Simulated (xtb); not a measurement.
C3H7FSi, SMILES F[SiH2]C1CC1. All values are semi-empirical tight-binding results from xtb (GFN2-xTB unless named), good for trends rather than for accurate numbers. Coordinates come from a GFN2-xTB optimisation. This is a generated structure with no PubChem entry under its InChIKey; it may be hypothetical. The values are those of a single conformer.

Optimised geometry:

```xyz
12

F      2.1070    -0.6156     0.1307
Si     0.9495     0.5077     0.1656
C     -0.6958    -0.3897     0.2662
C     -1.9850     0.3844     0.2155
C     -1.6043    -0.4870    -0.9316
H      1.1095     1.2492    -1.0773
H      1.2303     1.2907     1.3617
H     -0.7106    -1.2568     0.9185
H     -2.7966     0.0696     0.8548
H     -1.9333     1.4550     0.0834
H     -2.1501    -1.4064    -1.0836
H     -1.2947    -0.0147    -1.8520
```

```
Quantity                                          Result
-----------------------------------------  -------------
orbital gap                                      6.00 eV
dipole moment                                     1.98 D
zero-point energy                          56.3 kcal/mol
G − E(el) at 298.15 K (modified RRHO)      37.4 kcal/mol
static polarisability (D4 model)              63.5 bohr³
solvation energy, GFN2-xTB/ALPB(water)     -0.2 kcal/mol
solvation energy, GFN2-xTB/ALPB(methanol)  -2.7 kcal/mol
```

Computed atomic charges and the Wiberg bond orders between heavy atoms:
charges (e) F1 -0.28, Si2 0.54, C3 -0.12, C4 -0.07, C5 -0.06, H6 -0.07, H7 -0.07, H8 0.03, H9 0.03, H10 0.02, H11 0.03, H12 0.03. Bond orders F1–Si2 1.08, Si2–C3 0.91, C3–C4 0.98, C3–C5 0.97, C4–C5 1.00.
